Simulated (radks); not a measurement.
Task: All-electron atom: In XIV in [Ar] 3d9 4s2 4p6 4d1 (not the ground configuration). Method: scalar-relativistic Kohn-Sham, PBE, spin-polarised, spherical densities, finite nucleus; open shells are filled with parallel spins first (spin-orbit coupling, left out, can overturn this in heavy ions); Fermi nuclear charge, rms radius 4.6156 fm; computed with a radial shooting solver on a logarithmic mesh with Libxc functionals. Some entries of the table are withheld. Estimate them.

orbital,occ.,eigenvalue (Ry),<1/r> (bohr^-1)
1s up,1,-2064.243,51.85
1s down,1,-2064.241,51.85
2s up,1,-330.1877,11.82
2s down,1,-329.9962,11.83
2p up,3,-298.9127,11.38
2p down,3,-298.7677,11.39
3s up,1,-81.00563,4.237
3s down,1,-80.80291,4.234
3p up,3,-70.77664,4.043
3p down,3,-70.56892,4.039
3d up,5,-55.15248,3.826
3d down,4,-54.90248,3.822
4s up,1,-28.41386,(1)
4s down,1,-28.26166,(2)
4p up,3,-24.99286,1.696
4p down,3,-24.84255,1.694
4d up,1,-19.81613,1.523
4d down,0,-19.66860,1.520

Result: 
(1) 4s up <1/r> (bohr^-1): 1.807
(2) 4s down <1/r> (bohr^-1): 1.806
